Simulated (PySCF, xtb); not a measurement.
C3H7NSi, SMILES [SiH3]N1C=CC1.

Harmonic wavenumbers (cm⁻¹) from GFN2-xTB (xtb) at its own minimum, in rising order: 91, 105, 206, 415, 544, 565, 599, 663, 741, 812, 817, 821, 946, 973, 987, 1051, 1068, 1112, 1166, 1215, 1371, 1445, 1611, 2176, 2264, 2277, 2973, 2989, 3130, 3190.

**Question.** What does PySCF 2.14.0 with PBE-D3(BJ)/def2-SVP give at its own minimum? (An estimate is asked for; the answer gives what the named calculation found.)

**Answer.** 96, 109, 205, 411, 521, 626, 649, 678, 849, 871, 906, 922, 932, 948, 954, 1018, 1053, 1064, 1171, 1198, 1320, 1398, 1561, 2106, 2171, 2181, 2972, 3035, 3127, 3217. Paired by order, the mean absolute difference is 40 cm⁻¹ and the zero-point energies are 54.8 and 54.7 kcal/mol.
